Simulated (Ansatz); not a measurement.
A series at Si: from `F[SiH](F)[SiH3]`, ligands are replaced one by one, each step taking up HCl and setting free H₂; n counts the steps. Ansatz, PBE0-D4/def2-TZVP geometries. Each molecule was computed in one conformer, which needn't be the lowest.

CBS adds triple-zeta CCSD(T) − MP2 to the MP2 limit, frozen cores; atoms without spin–orbit coupling. 

```
n                   molecule  atomization energy, CCSD(T)/CBS (kJ/mol)
0          `F[SiH](F)[SiH3]`                                         ?
1       `F[Si](F)([SiH3])Cl`                                    2822.0
2     `F[Si](F)(Cl)[SiH2]Cl`                                    2877.2
3  `F[Si](F)(Cl)[SiH](Cl)Cl`                                    2942.5
```

Q: By hand: fit a straight line y = ȳ + b (n − n̄) to the 3 given rows and predict n = 0.

A: n̄ = 2.000, ȳ = 2880.57; Σ(n − n̄)(y − ȳ) = 120.50, Σ(n − n̄)² = 2.000, so b = 60.25 kJ/mol a step. Prediction: 2880.57 + (60.25) × (-2.000) = 2760.1 kJ/mol.

Q: By hand: compare with the computed value, 2740.3 kJ/mol, and give the steps along the whole series.

A: The line misses by -19.8 kJ/mol (computed minus predicted). Steps: 81.7, 55.2, 65.3 kJ/mol.

The steps differ by up to 26.5 kJ/mol without a steady trend. The miss is 9.8 % of the series' range. The energies themselves are unsure by some kJ/mol a bond, though much of that is common to the series.
